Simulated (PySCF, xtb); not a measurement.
C₂H₇GeN, SMILES C=[CH][GeH2][NH2].

GFN2-xTB (xtb) at its own geometry gives an orbital gap of 4.26 eV and a dipole moment of 1.86 D.

Geometry optimised at B3LYP-D3(BJ)/def2-SVP. This is a generated structure with no PubChem entry under its InChIKey; it may be hypothetical. One conformer was computed; it need not be the lowest.

### Question
What does PBE/def2-TZVP in PySCF give? (The exact figures need the calculation; the answer reports its results.)

### Answer
gap 4.32 eV (levels -5.74 and -1.42 eV), dipole 1.53 D.
